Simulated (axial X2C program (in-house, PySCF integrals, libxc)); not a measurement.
Density and ELF of GeSe

Computed with an in-house relativistic program for diatomic molecules. Spin-free means the one-electron spin-free X2C Hamiltonian. Basis: Se dyall-cv3z [8s9p6d4f1g], Ge dyall-cv3z [9s9p7d4f1g] (cores contracted in-house); Gaussian nuclei, density fitting, unrestricted open shells. Masses: Se 79.917 u, Ge 73.921 u.

PBE0, without spin–orbit coupling, state M_S = 0, Λ = 0 (closed shell); Se at z = 0, Ge at z = 2.138 Å.

The maps cover the half plane through the axis: z from -2.4 to 4.5 Å along the bond, ρ from 0.15 to 2.25 Å away from it (steps of 0.3 Å, the bottom row nearest the axis).

log10 of the density in e/bohr³:

digits 0 to 9 span -4.55 to 1.42 evenly
```
001112222222222222211100
011222333333333332222110
012233344444333333332211
112334444444444444433221
122344555555555555443321
123445566655555665544322
223455677766567776554332
223455689866668997554332
```

Electron localisation function (collinear form, no current term, damped to 0 at low density):

digits 0 to 9 span 0.00 to 1.00 evenly
```
000000122222110001000000
000012344444221123321000
000134566665432345665300
001356777776543467887630
002567877777643347899861
014678743467631114799984
024787324237513642589985
025787172716417273489986
```

One determinant describes the state; a PBE0 search over occupations chose it and may have missed a lower one.
